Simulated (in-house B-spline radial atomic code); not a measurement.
Radial electron density of the gadolinium ion Gd⁵⁺, [Kr] 4d10 4f6 5s2 5p4 8d1. Computed with a radial B-spline atomic code at the basis-set limit: Dirac-Hartree-Fock, average of configuration, Fermi nucleus of rms radius 5.1569 fm.

Columns: r (bohr), 4πr²n(r) (electrons per bohr), bar.

```
0.000833    3.084 #
 0.00106    4.592 ##
 0.00136     6.87 ###
 0.00174    10.12 ####
 0.00222    14.65 ######
 0.00284    20.92 ########
 0.00363    29.19 ###########
 0.00464     39.6 ###############
 0.00592    51.75 ####################
 0.00757    64.85 #########################
 0.00968    76.85 ##############################
  0.0124    85.19 #################################
  0.0158    87.46 ##################################
  0.0202     83.8 #################################
  0.0258     78.2 ##############################
   0.033    78.07 ##############################
  0.0421    88.62 ##################################
  0.0538    105.3 #########################################
  0.0688      113 ############################################
  0.0879    102.3 ########################################
   0.112    86.82 ##################################
   0.144    89.04 ###################################
   0.183    99.97 #######################################
   0.234    86.79 ##################################
     0.3    53.38 #####################
   0.383    41.47 ################
   0.489    49.07 ###################
   0.625    43.16 #################
   0.799    25.15 ##########
    1.02    13.68 #####
     1.3     8.71 ###
    1.67    4.325 ##
    2.13    1.261 
    2.72   0.2336 
    3.48  0.03561 
    4.44   0.0267 
    5.68  0.08712 
    7.26  0.00495 
    9.27   0.1839 
    11.9   0.1009 
    15.1 0.008218 
    19.4 7.13e-05 
    24.7 6.732e-08 
    31.6 1.136e-11
```

On this grid the curve has 6 maxima, near 0.0158, 0.0688, 0.183, 0.489, 5.68, 9.27 bohr.

The 8d3/2 radial function P(r) = rR(r), positive near the nucleus, with its small component Q(r) (sign convention: Q ≈ (P' + κP/r)/2c):

| r (bohr) | P | Q |
| --- | --- | --- |
| 0.00968 | 0.0004941 | 0.0007288 |
| 0.0158 | 0.001713 | 0.001621 |
| 0.0258 | 0.005641 | 0.003278 |
| 0.0421 | 0.01665 | 0.005658 |
| 0.0688 | 0.04063 | 0.007494 |
| 0.112 | 0.07046 | 0.005953 |
| 0.183 | 0.05916 | 8.701e-05 |
| 0.3 | -0.0428 | -0.004154 |
| 0.489 | -0.1123 | -0.001223 |
| 0.799 | 0.03743 | 0.002492 |
| 1.3 | 0.1915 | 0.0009847 |
| 2.13 | -0.07966 | -0.001773 |
| 3.48 | -0.1565 | 0.0007347 |
| 5.68 | 0.2933 | 8.598e-06 |
| 9.27 | -0.431 | -0.000534 |
| 15.1 | -0.089 | 0.0001136 |
